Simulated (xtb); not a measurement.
C$_{6}$H$_{13}$Te, charge +2, quartet, at a GFN2-xTB geometry of the parent state (a state made from the parent by changing its charge; the spin is typed, not shown lowest); GFN1-xTB (xtb 6.7.1).

The xtb input:
```
$ xtb mol.xyz --gfn 1 --chrg 2 --uhf 3 --json

# file mol.xyz
20

C      1.65639927    -0.53950769    -1.06783427
C      2.01394217    -0.05564950     0.26002479
C      2.10320136    -0.95431061     1.44412771
Te     0.00312691     0.71160316    -0.37816026
C     -1.28741786    -0.94130866     0.39620253
C     -2.38415573    -1.20052357    -0.62075328
C     -1.82321391    -0.55754762     1.76256507
H      2.15713763    -0.11494546    -1.92805634
H      1.38223245    -1.58180518    -1.17568321
H      2.67604522     0.80429317     0.29694005
H      1.42988114    -1.80531822     1.38046159
H      1.92974543    -0.41480070     2.37335472
H      3.12339219    -1.34075194     1.48592398
H     -0.61999619    -1.80549726     0.46508670
H     -2.98865258    -2.04043820    -0.28176385
H     -1.97539430    -1.45265812    -1.59918386
H     -3.04175095    -0.33888692    -0.72362284
H     -1.02017358    -0.36512794     2.47316404
H     -2.42666138    -1.37731673     2.14916644
H     -2.46093639     0.32297557     1.70255057
```

What does xtb print? Leave out banner, timings and long lists.


```
   ID    Z sym.   atoms
    1    6 C      1-3, 5-7
    2   52 Te     4
    3    1 H      8-20

           -------------------------------------------------
          |                Calculation Setup                |
           -------------------------------------------------

           -------------------------------------------------
          |                 G F N 1 - x T B                 |
           -------------------------------------------------

          ...................................................
          :                      SETUP                      :
          :.................................................:
          :  # basis functions                  60          :
          :  # atomic orbitals                  59          :
          :  # shells                           41          :
          :  # electrons                        41          :
          :  # halogen bonds                     0          :
          :  max. iterations                   250          :
          :  Hamiltonian                  GFN1-xTB          :
          :  restarted?                      false          :
          :  GBSA solvation                  false          :
          :  PC potential                    false          :
          :  electronic temp.          300.0000000     K    :
          :  accuracy                    1.0000000          :
          :  -> integral cutoff          0.2500000E+02      :
          :  -> integral neglect         0.1000000E-07      :
          :  -> SCF convergence          0.1000000E-05 Eh   :
          :  -> wf. convergence          0.2000000E-04 e    :
          :  Broyden damping             0.4000000          :
          :  net charge                          2          :
          :  unpaired electrons                  3          :
          ...................................................

 iter      E             dE          RMSdq      gap      omega  full diag
   1    -22.3412604 -0.223413E+02  0.752E+00    0.06       0.0  T
   2    -22.0361313  0.305129E+00  0.469E+00    0.51       1.0  T
   3    -21.7491176  0.287014E+00  0.546E+00    1.73       1.0  T
   4    -22.1139517 -0.364834E+00  0.304E+00    1.18       1.0  T
   5    -22.1781998 -0.642481E-01  0.178E+00    0.72       1.0  T
   6    -22.3529668 -0.174767E+00  0.117E+00    0.37       1.0  T
   7    -22.4057375 -0.527707E-01  0.555E-01    0.05       1.0  T
   8    -22.4127470 -0.700949E-02  0.191E-01    0.01       1.0  T
[...]
         :: total energy             -22.129636769449 Eh    ::
[...]
    17H     0.12842  0.18114   0.872  0.000  0.000
    18H     0.08615  0.13844   0.914  0.000  0.000
    19H     0.16948  0.22182   0.831  0.000  0.000
    20H     0.12739  0.18011   0.873  0.000  0.000

Wiberg/Mayer (AO) data.
largest (>0.10) Wiberg bond orders for each atom

 ---------------------------------------------------------------------------
     #   Z sym  total        # sym  WBO       # sym  WBO       # sym  WBO
 ---------------------------------------------------------------------------
     1   6 C    3.742 --     2 C    1.057     9 H    0.972     8 H    0.924
                             4 Te   0.705
     2   6 C    3.596 --     3 C    1.109     1 C    1.057    10 H    0.916
                             4 Te   0.408
     3   6 C    3.968 --     2 C    1.109    11 H    0.943    12 H    0.917
                            13 H    0.839
     4  52 Te   2.115 --     1 C    0.705     5 C    0.550     2 C    0.408
     5   6 C    3.747 --     7 C    1.075     6 C    1.068    14 H    0.901
                             4 Te   0.550
     6   6 C    3.953 --     5 C    1.068    16 H    0.973    17 H    0.915
                            15 H    0.832
     7   6 C    3.967 --     5 C    1.075    18 H    0.977    20 H    0.915
                            19 H    0.847
     8   1 H    0.970 --     1 C    0.924
     9   1 H    0.985 --     1 C    0.972
    10   1 H    0.966 --     2 C    0.916
    11   1 H    0.993 --     3 C    0.943
    12   1 H    0.980 --     3 C    0.917
    13   1 H    0.948 --     3 C    0.839
    14   1 H    0.988 --     5 C    0.901
    15   1 H    0.947 --     6 C    0.832
    16   1 H    0.990 --     6 C    0.973
    17   1 H    0.978 --     6 C    0.915
    18   1 H    0.995 --     7 C    0.977
    19   1 H    0.962 --     7 C    0.847
    20   1 H    0.980 --     7 C    0.915
 ---------------------------------------------------------------------------

Topologies differ in total number of bonds
Writing topology from bond orders to xtbtopo.mol

 dipole moment from electron density (au)
     X       Y       Z
   0.0057  -2.1789   1.0788  total (Debye):    6.180

           -------------------------------------------------
          | TOTAL ENERGY              -22.129636769449 Eh   |
          | GRADIENT NORM               0.106547033112 Eh/α |
          | HOMO-LUMO GAP               0.013787158567 eV   |
           -------------------------------------------------

normal termination of xtb
```
